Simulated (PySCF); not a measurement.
Cl2H4O3Si2Ti ((Cl)2Ti(OSiH2)2O) (singlet state). Theory: PBE0-D3(BJ)/def2-SVP geometry optimisation, gas phase in PySCF.

```
atom  x, y, z in Å
Ti1   -1.4589   -0.3848   -0.9556
Cl2   -2.8627    1.1260   -1.6834
Cl3   -2.0548   -2.4150   -1.5108
O4    -1.2777   -0.2309    0.7876
Si5   -0.0058    0.1357    1.8258
O6     1.3290    0.3528    0.8643
Si7    1.6465    0.2711   -0.7626
O8     0.1797   -0.0657   -1.5152
H9    -0.3188    1.3960    2.5418
H10    0.2076   -1.0102    2.7423
H11    2.1421    1.5824   -1.2455
H12    2.5892   -0.8400   -1.0380
```

Where is the centre of mass (commonest isotopes), and what is the radius of gyration?

Mass 225.856 u; centre at (-0.831, -0.222, -0.543) Å; Rg = √(Σ m r²/M) = 2.226 Å. As Ia + Ib + Ic = 2 Σ m r², the three principal moments sum to 2239.3 u·Å².

Which two atoms are farthest apart?

Cl2···H12 and Cl3···H9, 5.831 Å down to 5.828 Å.

Work out the bond lengths Ti1–O4, Si5–H9, O6–Si7, Si7–H11, Si7–H12 in Å.

For Ti1–O4 the difference vector is (0.1812, 0.1539, 1.7432) Å, of length 1.7593 Å. Ti1–O4 1.759; Si5–H9 1.483; O6–Si7 1.660; Si7–H11 1.483; Si7–H12 1.483 Å.

What is the repulsion energy of the bare nuclei, Σ ZA·ZB/RAB?

1003.18 Eh over 66 pairs, with full nuclear charges and distances in bohr; the largest single term is 90.50 Eh (Ti1 with Cl2).

What are the angles Cl2–Ti1–Cl3, Cl2–Ti1–O8, O4–Ti1–O8, O6–Si5–H9, O4–Si5–H9, O6–Si7–O8?

From the scalar product of the two bond vectors; for Cl2–Ti1–Cl3 it is -1.8266 Å² over 2.1870 × 2.1875 Å², cos θ = -0.3818. Cl2–Ti1–Cl3 112.4°; Cl2–Ti1–O8 111.5°; O4–Ti1–O8 101.7°; O6–Si5–H9 109.8°; O4–Si5–H9 108.9°; O6–Si7–O8 106.4°.

Give the dihedral angles H10–Si5–O6–Si7, Cl2–Ti1–O8–Si7, O4–Si5–O6–Si7, Ti1–O4–Si5–H10, H12–Si7–O8–Ti1.

H10–Si5–O6–Si7 117° (anticlinal); Cl2–Ti1–O8–Si7 118° (anticlinal); O4–Si5–O6–Si7 -1° (synperiplanar); Ti1–O4–Si5–H10 -120° (anticlinal); H12–Si7–O8–Ti1 115° (anticlinal). Dihedral signs follow IUPAC: positive where, seen along the central bond, the front bond turns clockwise onto the rear one.

How far apart are these pairs, which share no bond: Cl2···H10, Cl3···O4, O4···H11, O4···H12, O8···H12, H10···H11, H11···H12?

Cl2···H10 5.795 Å (4 bonds apart); Cl3···O4 3.264 Å (2 bonds apart); O4···H11 4.372 Å (4 bonds apart); O4···H12 4.319 Å (4 bonds apart); O8···H12 2.575 Å (2 bonds apart); H10···H11 5.135 Å (4 bonds apart); H11···H12 2.472 Å (2 bonds apart).

No PBE0-D3(BJ)/def2-SVP frequencies stand behind this structure, so it isn't proved a minimum.

Time: 11 min wall, 9.0 min CPU; peak memory 0.75 GiB. Hardware: one thread, Intel Xeon at 2.50 GHz (x86_64) (shared host). These figures are those of the optimisation.
